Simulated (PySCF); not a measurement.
An unknown is described by computed data only.

Elements present: C, H, N and Si. Monoisotopic mass: 138.0613 u.

- UV, first state: lowest singlet excitation: 4.89 eV (254 nm, f = 0.032) [TDDFT CAM-B3LYP/def2-SVPD]
- Valence photoelectron: vertical ionisation energy: 7.65 eV [ΔSCF CAM-B3LYP/def2-SVPD]
- 13C NMR: chemical shifts (computed TMS as zero) by class: 156.9 (1 C), 140.5 (2 C), 122.2 (1 C), 119.2 (2 C) ppm [GIAO HF/pcSseg-1]
- Rotational structure: rotational constants A, B, C: 4.340, 0.675, 0.592 GHz [PBE0-D3(BJ)/def2-SVP]
- Polarisability: 113.7 au [CAM-B3LYP/def2-SVPD]
- 1H NMR: chemical shifts (computed TMS as zero) by class: 7.46 (2 H), 6.79 (1 H), 6.67 (2 H), 4.64 (2 H), 2.82 (1 H), 0.73 (2 H) ppm [GIAO HF/pcSseg-1]

Gas-phase values; electronic properties from PySCF, density fitting. Levels stand in brackets. The structure is a single PBE0-D3(BJ)/def2-SVP conformer in the gas phase; no vibrational or solvent corrections. NMR values are class means; diastereotopic atoms form classes of their own.

**Question.** Which formula fits the mass and the elements?

**Answer.** C6H10N2Si (calculated 138.0613). No other formula that holds each of these elements comes within 0.0003 u with a fitting electron parity and a possible valence count.

**Question.** Propose a structure and show how it fits.

**Answer.** Numbering: `[NH2:1][SiH2:2][NH:3][c:4]1[cH:5][cH:6][cH:7][cH:8][cH:9]1`. Its formula, C6H10N2Si, gives 4 degrees of unsaturation: 1 ring and 3 π bonds in the structure found (Kekulé form). 6 carbons fall into 4 classes; from least to most shielded: aromatic carbon bearing nitrogen [C4] (156.9 ppm), aromatic CH carbon [C6/C8] (140.5 ppm, 2 C), aromatic CH carbon [C7] (122.2 ppm), aromatic CH carbon [C5/C9] (119.2 ppm, 2 C, up to 3.0 ppm apart in this geometry). Hydrogen classes from least to most shielded: 2 H on the meta carbons, C6/C8 (7.46 ppm), 1 H on the para carbon, C7 (6.79 ppm), 2 H on the ortho carbons, C5/C9 (6.67 ppm), 2 H on an SiH2 silicon, Si2 (4.64 ppm), 1 H on a silicon-bound nitrogen, N3 (2.82 ppm), 2 H on a silicon-bound nitrogen, N1 (0.73 ppm). The first electron is taken from the HOMO, whose largest Löwdin shares are 0.25 on a silicon-bound nitrogen, 0.17 on an aromatic CH carbon, 0.13 on the aromatic carbon bearing nitrogen and 0.10 on an aromatic CH carbon. The optimised geometry has point group C1 and is an asymmetric top. Structure: `N[SiH2]Nc1ccccc1`. The assignments are read from this structure; whether some other isomer fits the data as well wasn't checked.

Conformer computed: `[NH2:1][SiH2:2][NH:3][c:4]1[cH:5][cH:6][cH:7][cH:8][cH:9]1`: N1–Si2–N3–C4 162°, Si2–N3–C4–C5 7°, H–N1–Si2–N3 -74°, H–N1–Si2–N3 139°.
